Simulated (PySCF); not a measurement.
Isomers of C7H13NSi, mass 139.082 u with the commonest isotopes. Computed with PySCF, PBE0-D3(BJ)/def2-SVP geometry optimisation, gas phase. One conformer each, none proved a minimum here; rigid rotors.

Task: Order these by dipole moment, smallest first.
A. `[CH2:1]=[C:2]1[CH2:3][CH2:4]/[C:5]1=[CH:6]\[CH2:7][SiH2:8][NH2:9]` with C5–C6–C7–Si8 94°, C6–C7–Si8–N9 -53°, C7–Si8–N9–H -167° and 57°
B. `[CH3:1][C:2]#[C:3][Si:4]1([N:5]([CH3:6])[CH3:7])[CH2:8][CH2:9]1` with C3–Si4–N5–C6 -81°
C. `[CH:1]#[C:2][C@@H:3]1[CH2:4][CH2:5][CH2:6][N:7]1[SiH2:8][CH3:9]` with C6–N7–Si8–C9 170°, C2–C3–C4–C5 -85°, C3–C4–C5–C6 -39°, C4–C5–C6–N7 27°, C5–C6–N7–Si8 160°

Result: A (0.83 D), C (1.01 D), B (1.66 D).

Task: Order these by out-of-plane moment Σ m c² = (Ia + Ib − Ic)/2, smallest first.
A. `[CH3:1][C:2]#[C:3][Si:4]1([N:5]([CH3:6])[CH3:7])[CH2:8][CH2:9]1` with C3–Si4–N5–C6 -81°
B. `[CH2:1]=[C:2]1[CH2:3][CH2:4]/[C:5]1=[CH:6]\[CH2:7][SiH2:8][NH2:9]` with C5–C6–C7–Si8 94°, C6–C7–Si8–N9 -53°, C7–Si8–N9–H -167° and 57°
C. `[CH:1]#[C:2][C@@H:3]1[CH2:4][CH2:5][CH2:6][N:7]1[SiH2:8][CH3:9]` with C6–N7–Si8–C9 170°, C2–C3–C4–C5 -85°, C3–C4–C5–C6 -39°, C4–C5–C6–N7 27°, C5–C6–N7–Si8 160°

Result: C (61.86 u·Å²), A (73.13 u·Å²), B (78.59 u·Å²).

Task: Order these by rotational constant A, largest first.
A. `[CH3:1][C:2]#[C:3][Si:4]1([N:5]([CH3:6])[CH3:7])[CH2:8][CH2:9]1` with C3–Si4–N5–C6 -81°
B. `[CH2:1]=[C:2]1[CH2:3][CH2:4]/[C:5]1=[CH:6]\[CH2:7][SiH2:8][NH2:9]` with C5–C6–C7–Si8 94°, C6–C7–Si8–N9 -53°, C7–Si8–N9–H -167° and 57°
C. `[CH:1]#[C:2][C@@H:3]1[CH2:4][CH2:5][CH2:6][N:7]1[SiH2:8][CH3:9]` with C6–N7–Si8–C9 170°, C2–C3–C4–C5 -85°, C3–C4–C5–C6 -39°, C4–C5–C6–N7 27°, C5–C6–N7–Si8 160°

Result: B (2550 MHz), C (1808 MHz), A (1659 MHz).

```
                SMILES  point group  Ia (u·Å²)  Ib (u·Å²)  Ic (u·Å²)      κ  μa (D)  μb (D)  μc (D)
C#C[C@@H]1CCCN1[SiH2]C           C1     279.45     432.46     588.19  -0.35    0.81    0.10    0.60
   CC#C[Si]1(N(C)C)CC1      near Cs     304.72     584.95     743.41  -0.62    1.01    1.32    0.01
  C=C1CC/C1=C\C[SiH2]N           C1     198.18     694.14     735.14  -0.96    0.08    0.62    0.55
```
